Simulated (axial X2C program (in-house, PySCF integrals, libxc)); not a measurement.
**Potential curves of GeSe⁻, spin-free**

Computed with an in-house relativistic program for diatomic molecules. Spin-free means the one-electron spin-free X2C Hamiltonian. Basis: Se dyall-acv3z [9s10p7d5f1g], Ge dyall-acv3z [10s10p8d5f1g] (cores contracted in-house); Gaussian nuclei, density fitting, unrestricted open shells. Masses: Se 79.917 u, Ge 73.921 u.

State: M_S = 1/2, Λ = 1 (beyond evenly filled blocks: π+α). Energies in eV from the fragments at the same level (Se- + Ge). Fits are polynomials in 1 − R0/R over 0.85 to 1.23 times the lowest point R0.

| R (Å) | MP2 | PW91 | HF | CCSD |
| --- | --- | --- | --- | --- |
| 1.9575 | -2.7190 | -2.9696 | -1.1516 |  |
| 2.0475 | -3.3355 | -3.5610 | -1.7539 | -3.0407 |
| 2.1150 | -3.6026 | -3.8226 | -2.0110 | -3.3128 |
| 2.1825 | -3.7441 | -3.9676 | -2.1429 | -3.4592 |
| 2.2500 | -3.7891 | -4.0232 | -2.1786 | -3.5087 |
| 2.3287 | -3.7496 | -4.0031 | -2.1288 | -3.4744 |
| 2.4075 | -3.6370 | -3.9164 | -2.0072 | -3.3674 |
| 2.5088 |  | -3.7382 |  |  |
| 2.6325 |  | -3.4592 |  |  |
| 2.8125 |  | -3.0045 |  |  |

Correlated methods: 11 electrons correlated (number of frozen shells: Se 3 s, 2 p, 1 d; Ge 3 s, 2 p, 1 d), 313 virtual spin orbitals or spinors in MP2, 90 natural virtuals in coupled cluster.

The state is one determinant whose occupation by symmetry is held fixed; it was picked as the lowest of a PBE0 search that is not exhaustive. De is counted from the lowest determinant-based energies of the atoms at the same level, without counterpoise correction. CCSD ran in a truncated set of natural virtual spinors with an MP2 remainder; without triples it tends to underbind. The functionals have no current-density term, which raises determinants with orbital currents, atoms included. Some points did not converge and are left out. The highest occupied level of some functionals is positive through self-interaction error; at Hartree–Fock it is bound. With the outer-core shells frozen, correlated bond lengths of heavy atoms tend to come out a few hundredths of an ångström too long. Spin-free De lacks the spin–orbit lowering of the heavy p-block atom, a tenth of an eV or more for 4p and 5p, up to an eV for 6p and one to two eV for 7p atoms, less what an open-shell molecule gains itself. Hartree–Fock gets electron affinities wrong, so its lowest charge split need not be the true one. Coupled cluster ran on the points near the minimum only. MP2 and coupled cluster on one determinant become unreliable at the stretched end.

(1) What are Re, ωe and De at the MP2 level?

(2) What are Re, ωe and De at the PW91 level?

(3) Fit the HF curve near its minimum: give the equilibrium distance, the harmonic wavenumber and the well depth.

(4) What are Re, ωe and De at the CCSD level?

## Answers

(1) At MP2, spin-free: Re = 2.254 Å, ωe ≈ 335 cm⁻¹, De = 3.79 eV to Se- + Ge; Be follows as 0.0864 cm⁻¹.

(2) At PW91, spin-free: Re = 2.269 Å, ωe ≈ 312 cm⁻¹, De = 4.03 eV to Se- + Ge; Be follows as 0.0853 cm⁻¹.

(3) At HF, spin-free: Re = 2.246 Å, ωe ≈ 340 cm⁻¹, De = 2.18 eV to Se- + Ge; Be follows as 0.087 cm⁻¹.

(4) At CCSD, spin-free: Re = 2.259 Å, ωe ≈ 332 cm⁻¹, De = 3.51 eV to Se- + Ge; Be follows as 0.0861 cm⁻¹.
